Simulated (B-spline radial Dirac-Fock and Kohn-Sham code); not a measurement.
# The K (1s) hole of zirconium ions: width and yield against charge

These are calculated numbers from an atomic code on a B-spline grid; the model is independent-particle radiative and Coulomb Auger rates from relativistic LDA hole-state orbitals, with Dirac-Fock energies. Tabulated ground configurations, configuration averages; single configurations, so decays that open only by mixing (as 1s 2s² with 1s 2p² in Be-like ions) are missing and such tiny yields are far too low.

| ion | configuration | radiative (eV) | non-radiative (eV) | yield |
| --- | --- | --- | --- | --- |
| Zr | [Kr] 4d2 5s2 | 2.73 | 1.01 | 0.730 |
| Zr⁺ | [Kr] 4d2 5s1 | 2.73 | 1.01 | 0.730 |
| Zr²⁺ | [Kr] 4d2 | 2.73 | 1.01 | 0.730 |
| Zr³⁺ | [Kr] 4d1 | 2.73 | 1.01 | 0.730 |
| Zr⁴⁺ | [Ar] 3d10 4s2 4p6 | 2.74 | 1.01 | 0.730 |
| Zr⁵⁺ | [Ar] 3d10 4s2 4p5 | 2.73 | 1.01 | 0.730 |
| Zr⁶⁺ | [Ar] 3d10 4s2 4p4 | 2.73 | 1.01 | 0.730 |
| Zr⁷⁺ | [Ar] 3d10 4s2 4p3 | 2.72 | 1.00 | 0.730 |
